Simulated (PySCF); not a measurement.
C10H9FO.
Atom-mapped SMILES: `[O:1]=[C:2]([F:3])[C@@H:4]1[CH2:5][C@@H:6]1[c:7]1[cH:8][cH:9][cH:10][cH:11][cH:12]1`

Cartesian coordinates in Å at the GFN2-xTB level; atoms count from 1:
```
atom  x, y, z in Å
O1     1.1370   -0.7673   -2.1712
C2     1.9369   -0.1559   -1.5502
F3     2.7217    0.7630   -2.2061
C4     2.2771   -0.1911   -0.1331
C5     1.8800   -1.4060    0.6702
C6     1.1391   -0.1404    0.9039
C7    -0.2618    0.1112    0.4897
C8    -1.0263   -0.8096   -0.2171
C9    -2.3244   -0.5042   -0.5866
C10   -2.8799    0.7182   -0.2529
C11   -2.1292    1.6399    0.4577
C12   -0.8318    1.3378    0.8248
H13    3.1887    0.3362    0.1154
H14    1.3943   -2.1995    0.1245
H15    2.5719   -1.7471    1.4250
H16    1.4173    0.4186    1.7913
H17   -0.6178   -1.7701   -0.4849
H18   -2.9041   -1.2276   -1.1403
H19   -3.8931    0.9527   -0.5436
H20   -2.5554    2.5956    0.7256
H21   -0.2490    2.0625    1.3763
```

NICS is the negative of the GIAO shielding at a point without a nucleus: at the ring centre (0) and 1 Å above and below it (1); zz is the component along the ring normal. Level: GIAO PBE0/pcSseg-1 (PySCF, non-relativistic, gas phase) on the GFN2-xTB geometry, one conformer.

Ring bond lengths (Å), with Mayer bond orders in brackets: C4–C5 1.510 (0.91), C5–C6 1.485 (0.98), C6–C4 1.540 (0.85); C7–C8 1.390 (1.41), C8–C9 1.384 (1.45), C9–C10 1.384 (1.43), C10–C11 1.385 (1.43), C11–C12 1.382 (1.45), C12–C7 1.393 (1.38).

Problem. Give the NICS values of each ring in ppm.

Solution. 
```csv
ring,type,NICS(0),"NICS(1), two faces","NICS(1)zz, two faces",rms pucker (Å),"centre to ring atoms, mean (Å)"
C4–C5–C6,3-membered carbocycle; formal bonds all single,-43.0,-7.9 / -7.7,-23.5 / -20.3,0.00,0.87
C7–C8–C9–C10–C11–C12,6-membered carbocycle; formal bonds all aromatic,-8.7,-11.5 / -11.5,-29.1 / -28.3,0.00,1.39
```

Problem. What do they say, and how far can they be read as aromaticity?

Solution. 
- C4–C5–C6: mean NICS(1)zz -21.9 ppm, shielded. C4, C5, C6 have four or more neighbours, and the NICS criterion for π rings isn't applied. The two faces differ by 3.2 ppm, so no symmetry operation interchanges them. NICS(0) lies 35 ppm below the mean NICS(1).
- C7–C8–C9–C10–C11–C12: mean NICS(1)zz -28.7 ppm, shielded, aromatic by this magnetic criterion (flat ring, no four-coordinate atom).

Problem. How equal are the bonds by HOMA? HOMA = 1 − mean of α(R − Ropt)² over the ring bonds, with Krygowski's 1993 parameters (CC: Ropt 1.388 Å, α 257.7 Å⁻²).

Solution. 
- C7–C8–C9–C10–C11–C12: HOMA 0.99 = 1 − EN − GEO, with mean bond length 1.386 Å, EN = α(Ropt − mean)² = 0.001 and GEO = α × variance = 0.004. The geometric and the magnetic index point the same way.

Problem. What is the mean of the two in-plane components of NICS at the second NICS(1) probe listed for ring C7–C8–C9–C10–C11–C12, 1 Å off the ring?

Solution. The isotropic value is a third of the trace: (3 × -11.5 − (-28.3))/2 = -3.1 ppm.

Problem. How shielded are the nuclei of the rings and their hydrogens (means over atoms taken as equivalent)?

Solution. 
```csv
atoms,environment,σ isotropic (ppm),"principal values of the symmetric part, first atom (ppm)"
C4,sp3 carbon next to a carbonyl,163.6,"135.1, 148.6, 207.2"
C5,three-membered-ring carbon,169.7,"146.9, 171.7, 190.4"
C6,benzylic-type carbon,153.0,"124.6, 145.6, 188.7"
C7,substituted aromatic carbon,49.8,"-50.2, 23.0, 176.7"
C8 (×2),aromatic CH carbon,51.7,"-53.9, 32.6, 179.7"
C9 (×2),aromatic CH carbon,53.6,"-56.6, 39.2, 178.5"
C10,aromatic CH carbon,53.5,"-56.0, 38.0, 178.5"
H13,methine hydrogen,29.63,"23.1, 27.0, 38.8"
H14,methylene hydrogen,29.92,"24.1, 28.5, 37.2"
H15,methylene hydrogen,30.11,"24.1, 25.9, 40.3"
H16,methine hydrogen,28.82,"21.4, 27.5, 37.5"
H17 (×2),aromatic hydrogen,24.09,"19.8, 21.8, 30.8"
H18 (×2),aromatic hydrogen,24.07,"20.3, 24.4, 27.4"
H19,aromatic hydrogen,24.14,"20.7, 25.1, 26.6"
```

The list is cut; further classes of hydrogen are left out.

The run took 74 s of wall time (with the writing of density and orbital grids) on an Arm Neoverse V2 with one thread, on a shared host, and the process peaked at 1.1 GiB of memory. This is the whole shielding run at PBE0/pcSseg-1, SCF included.
